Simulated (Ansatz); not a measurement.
Born–Oppenheimer molecular dynamics of CH₆Ge (8 atoms, charge 0, multiplicity 1). It goes on from the last frame of an earlier run, with new velocities.

Theory: RKS PBE-D4/def2-SVP (Ansatz).

| Item | Value |
| --- | --- |
| ensemble | NVE (velocity Verlet) |
| time step | 0.5 fs |
| steps asked | 250 |
| starting velocities drawn for | 200 K |
| seed | 2442 |

First frame:

```xyz
8
Properties=species:S:1:pos:R:3
Ge 0.004 0.017 -0.005
H -0.206 -0.137 1.569
H 1.605 0.075 -0.322
C -0.985 1.579 -0.665
H -2.068 1.543 -0.635
H -0.608 2.370 -0.024
H -0.657 1.793 -1.666
H -0.578 -1.302 -0.681
```

How far do the bonds stretch over the last three quarters of this one trajectory? (Pairs bonded in most of those frames.)


```json
{"bond": "Ge1–H2", "mean (Å)": "1.556", "spread (Å)": "0.038", "shortest": "1.50", "longest": "1.61"}
{"bond": "Ge1–H3", "mean (Å)": "1.561", "spread (Å)": "0.064", "shortest": "1.46", "longest": "1.66"}
{"bond": "Ge1–C4", "mean (Å)": "1.966", "spread (Å)": "0.020", "shortest": "1.94", "longest": "2.01"}
{"bond": "Ge1–H8", "mean (Å)": "1.563", "spread (Å)": "0.059", "shortest": "1.47", "longest": "1.65"}
{"bond": "C4–H5", "mean (Å)": "1.108", "spread (Å)": "0.018", "shortest": "1.08", "longest": "1.14"}
{"bond": "C4–H6", "mean (Å)": "1.109", "spread (Å)": "0.026", "shortest": "1.07", "longest": "1.15"}
{"bond": "C4–H7", "mean (Å)": "1.108", "spread (Å)": "0.016", "shortest": "1.08", "longest": "1.14"}
```

Mean temperature of the second half: 213 K. The conserved energy stayed within 0.16 meV per atom of its start (net change -0.067 meV per atom), so the integration is sound. A run of 0.12 ps of so small a system gives no equilibrium averages.

The run took 6.9 min on 1 thread of Arm Neoverse V1 (shared host), peak memory 0.14 GiB.
